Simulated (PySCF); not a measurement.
**Building multiplets from coupling constants**

Geometry:
```
atom   x (Å)   y (Å)   z (Å)
  O1   1.253   1.215  -0.775
  C2   0.852   0.223  -0.301
  F3   1.618  -0.852  -0.095
  C4  -0.599  -0.076   0.177
  F5  -0.622  -0.387   1.474
  F6  -1.120  -1.101  -0.500
  F7  -1.378   0.984  -0.009
```

One computed conformer, gas phase, relativity neglected, one averaged value for each set of equivalent atoms. Shielding tensors at PBE0/pcSseg-1 (GIAO); GFN2-xTB structure; spin–spin couplings from B3LYP/pcJ-1; PySCF.

Referencing at the same level of theory: 19F against CFCl3; 13C vs TMS.

Spectrometer: 400 MHz for 1H. First-order analysis; couplings under 1 Hz (under 4 Hz in carbon signals) are ignored, and nearly equal couplings are merged; the smaller ones broaden or split the lines further.

(1) What pattern does F5/F6/F7 show (19F)?

(2) What pattern does F3 show (19F)?

(3) What pattern does C4 show in the 13C spectrum?

## Answers

(1) A doublet at δ -86.5: 9.6 Hz to F3 (1 × 19F, 3 bonds away). Lines in Hz from the centre (relative intensity): +4.8 (1), -4.8 (1). The outer lines are 9.6 Hz apart, the sum of the couplings kept, or 0.026 ppm at this field.

(2) A quartet at δ 26.0: 9.6 Hz to F5/F6/F7 (3 × 19F, 3 bonds away). Lines in Hz from the centre (relative intensity): +14.4 (1), +4.8 (3), -4.8 (3), -14.4 (1). The outer lines are 28.8 Hz apart, the sum of the couplings kept, or 0.077 ppm at this field.

(3) A quartet of doublets at δ 123.3: 365.8 Hz to F5/F6/F7 (3 × 19F, 1 bond away), 100.8 Hz to F3 (1 × 19F, 2 bonds away). Lines in Hz from the centre (relative intensity): +599.1 (1), +498.3 (1), +233.3 (3), +132.5 (3), -132.5 (3), -233.3 (3), -498.3 (1), -599.1 (1). The outer lines are 1198.2 Hz apart, the sum of the couplings kept, or 11.913 ppm at this field.
